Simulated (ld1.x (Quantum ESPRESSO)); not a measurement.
# u(r) = r·R(r): atom against pseudo-atom (Hf (Z = 72))

Columns: radius, all-electron u(r) and pseudo u(r) of the 6s shell (level -5.11 eV) of hafnium in the configuration [Kr] 4d10 4f14 5s2 5p6 5d2 6s2 6p0; PBE, scalar-relativistic, TM semilocal scheme, ld1.x (Quantum ESPRESSO) 7.5.

| r (bohr) | all-electron | pseudo |
| --- | --- | --- |
| 0.110 | 0.0588 | -0.0255 |
| 0.220 | 0.0305 | -0.0501 |
| 0.330 | -0.1579 | -0.0731 |
| 0.440 | -0.1328 | -0.0938 |
| 0.550 | 0.0134 | -0.1116 |
| 0.660 | 0.1589 | -0.1264 |
| 0.770 | 0.2508 | -0.1385 |
| 0.880 | 0.2814 | -0.1487 |
| 0.990 | 0.2612 | -0.1580 |
| 1.100 | 0.2052 | -0.1679 |
| 1.210 | 0.1274 | -0.1800 |
| 1.320 | 0.0388 | -0.1959 |
| 1.430 | -0.0527 | -0.2173 |
| 1.540 | -0.1414 | -0.2456 |
| 1.650 | -0.2241 | -0.2816 |
| 1.760 | -0.2988 | -0.3249 |
| 1.870 | -0.3646 | -0.3734 |
| 1.980 | -0.4213 | -0.4231 |
| 2.090 | -0.4692 | -0.4693 |
| 2.200 | -0.5087 | -0.5087 |
| 2.310 | -0.5405 | -0.5405 |
| 2.420 | -0.5653 | -0.5653 |
| 2.530 | -0.5838 | -0.5838 |
| 2.640 | -0.5967 | -0.5967 |
| 2.750 | -0.6045 | -0.6045 |
| 2.860 | -0.6080 | -0.6080 |

Q: How many radial nodes do the two functions have?

A: The all-electron 6s function has n − l − 1 = 5 (the table is too coarse to show those close to the nucleus); the pseudo-wave has 0, since the states of the same l below it are removed with the core.

Q: At about which radius was the pseudo-wave matched?

A: 2.20 bohr. The columns agree to 0.0005 from 2.09 bohr on; several derivatives are matched, so the curves merge somewhat inside the radius.

Q: Is the pseudo-wave norm-conserving?

A: Yes: the TM semilocal scheme keeps the norm inside the radius equal to the all-electron one, which fixes the energy derivative of the logarithmic derivative at the level.
